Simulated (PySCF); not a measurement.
Compound: C5H3F3S.
SMILES with atom numbers: `[F:1][C:2]([F:3])([F:4])[c:5]1[cH:6][cH:7][cH:8][s:9]1` (hydrogens: H10 on C6; H11 on C7; H12 on C8)

Method: PBE0-D3(BJ)/def2-SVP geometry optimisation, gas phase (PySCF 2.14.0); density fitting, grid level 2; the optimiser is geomeTRIC in internal coordinates, started from a GFN2-xTB structure.

Step 0: E = -24189.0376 eV
```
atom  x, y, z in Å  |  force x, y, z in eV/Å
F1     -2.2701    1.0432    1.2752    0.340  -0.086  -0.252
C2     -1.9181    0.2712    0.2298   -1.121   0.006   0.158
F3     -2.5631    0.7807   -0.8363    0.387  -0.033   0.166
F4     -2.4540   -0.9372    0.4548    0.382   0.097  -0.063
C5     -0.4474    0.1949    0.0349   -0.326   0.374  -0.003
C6      0.3285   -0.9270    0.0679   -0.068   0.194  -0.015
C7      1.6888   -0.6360   -0.1587   -0.063  -0.098   0.019
C8      1.9116    0.6896   -0.3571   -0.313   0.359   0.001
S9      0.4756    1.6214   -0.2737   -0.038  -0.221   0.031
H10    -0.0628   -1.9120    0.2461   -0.264  -0.505   0.100
H11     2.4614   -1.3824   -0.1723    0.477  -0.385  -0.019
H12     2.8438    1.1822   -0.5497    0.608   0.297  -0.122
```

Step 1: E = -24189.0721 eV
```
atom  x, y, z in Å  |  force x, y, z in eV/Å
F1     -2.2524    1.1765    1.1736   -0.149   0.001   0.066
C2     -1.9421    0.2724    0.2426    0.468   0.029  -0.129
F3     -2.5764    0.6309   -0.8769   -0.161  -0.040   0.016
F4     -2.4145   -0.9117    0.6273   -0.149   0.019   0.004
C5     -0.4623    0.1967    0.0374   -0.006   0.018   0.043
C6      0.3123   -0.9338    0.0192   -0.049  -0.083  -0.021
C7      1.6865   -0.6416   -0.1857    0.063  -0.055  -0.010
C8      1.9187    0.7021   -0.3149    0.056   0.045  -0.047
S9      0.4777    1.6207   -0.2007   -0.022   0.023   0.050
H10    -0.0995   -1.9366    0.1448    0.014   0.043   0.029
H11     2.4743   -1.3952   -0.2340   -0.025   0.019   0.011
H12     2.8718    1.2085   -0.4719   -0.041  -0.021  -0.011
```

**Question.** Estimate the geometry and energy of step 2. (The exact step hangs on the optimiser's Hessian estimate; all steps are aligned on step 1, rigid shifts and turns removed.)

**Answer.** E = -24189.0751 eV, largest force 0.137 eV/Å
```
atom  x, y, z in Å  |  force x, y, z in eV/Å
F1     -2.2773    1.1638    1.1745    0.052   0.069   0.045
C2     -1.9369    0.2739    0.2382   -0.035  -0.001  -0.006
F3     -2.5780    0.6328   -0.8785    0.051   0.038  -0.076
F4     -2.4252   -0.9092    0.6078    0.044  -0.122   0.034
C5     -0.4554    0.2013    0.0485   -0.095   0.027   0.095
C6      0.3160   -0.9320    0.0295    0.000  -0.011  -0.048
C7      1.6901   -0.6431   -0.1876   -0.013   0.010  -0.018
C8      1.9225    0.7009   -0.3239    0.017   0.002   0.042
S9      0.4874    1.6254   -0.1757   -0.018  -0.018  -0.071
H10    -0.0974   -1.9317    0.1636   -0.004   0.004   0.004
H11     2.4752   -1.3979   -0.2401   -0.002   0.001  -0.006
H12     2.8733    1.2044   -0.4953    0.002   0.002   0.005
```

The energy changes by -0.0030 eV. The first-order estimate −F·Δx gives -0.0115 eV and the mean of the old and new forces, exact on a quadratic surface, -0.0027 eV. The step makes an angle of 71° with the force vector and moves no atom by more than 0.028 Å.

What follows is the cost of the whole optimisation. The run took 67 s wall on Arm Neoverse V1, one thread, no GPU, shared host with 32 logical CPUs at a one-minute load of 13, and the process peaked at 0.72 GiB of memory.
